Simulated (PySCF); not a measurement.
Geometries of 3 isomers of C4H7FSi, from PBE0-D3(BJ)/def2-SVP geometry optimisation, gas phase in PySCF 2.14.0. One conformer each, no zero-point energy, no frequencies.

Question: Which is lowest in electronic energy at this level?
A.
```xyz
13
angstrom
F      0.610   -1.811   -1.062
C      0.623   -1.061    0.110
C      1.212    0.319   -0.193
C      0.113    1.302   -0.507
C     -1.156    0.995   -0.190
Si    -1.200   -0.697    0.594
H      1.231   -1.607    0.849
H      1.930    0.223   -1.025
H      1.795    0.687    0.670
H      0.390    2.265   -0.955
H     -1.972    1.700   -0.373
H     -1.419   -0.652    2.075
H     -2.151   -1.680   -0.001
```
B.
```xyz
13
angstrom
F      3.243    0.562   -1.070
C      2.273    0.431   -0.164
C      1.024    0.119   -0.505
C     -0.089   -0.014    0.452
C     -1.129   -1.132    0.226
Si    -1.829    0.576    0.034
H      2.619    0.613    0.859
H      0.819   -0.042   -1.569
H      0.205    0.122    1.500
H     -1.394   -1.732    1.103
H     -0.981   -1.745   -0.670
H     -2.083    1.090   -1.335
H     -2.678    1.149    1.108
```
C.
```xyz
13
angstrom
F     -2.025   -1.030    1.969
C     -1.129   -0.555    1.101
C     -0.495   -1.352    0.232
C      0.500   -0.726   -0.705
Si     0.421    1.117   -0.228
C     -0.868    0.915    1.158
H     -0.707   -2.425    0.217
H      1.510   -1.151   -0.573
H      0.233   -0.895   -1.762
H      1.719    1.662    0.272
H     -0.065    1.993   -1.336
H     -1.795    1.488    0.988
H     -0.493    1.208    2.153
```

Answer: C. That is `FC1=CC[SiH2]C1`, 10.9 kcal/mol below the next.

```json
{"SMILES": "FC1=CC[SiH2]C1", "atoms numbered as above": "[F:1][C:2]1=[CH:3][CH2:4][SiH2:5][CH2:6]1", "E (Eh)": "-545.28122", "relative (kcal/mol)": "0.0", "relative (kJ/mol)": "0.0", "dipole (D)": "1.21"}
{"SMILES": "F[C@H]1CC=C[SiH2]1", "atoms numbered as above": "[F:1][C@H:2]1[CH2:3][CH:4]=[CH:5][SiH2:6]1", "E (Eh)": "-545.26385", "relative (kcal/mol)": "10.9", "relative (kJ/mol)": "45.6", "dipole (D)": "1.83"}
{"SMILES": "F/C=C/[C@@H]1C[SiH2]1", "atoms numbered as above": "[F:1]/[CH:2]=[CH:3]/[C@@H:4]1[CH2:5][SiH2:6]1", "E (Eh)": "-545.22049", "relative (kcal/mol)": "38.1", "relative (kJ/mol)": "159.4", "dipole (D)": "1.83"}
```

As drawn, the highest has a three-membered ring, which the lowest lacks.
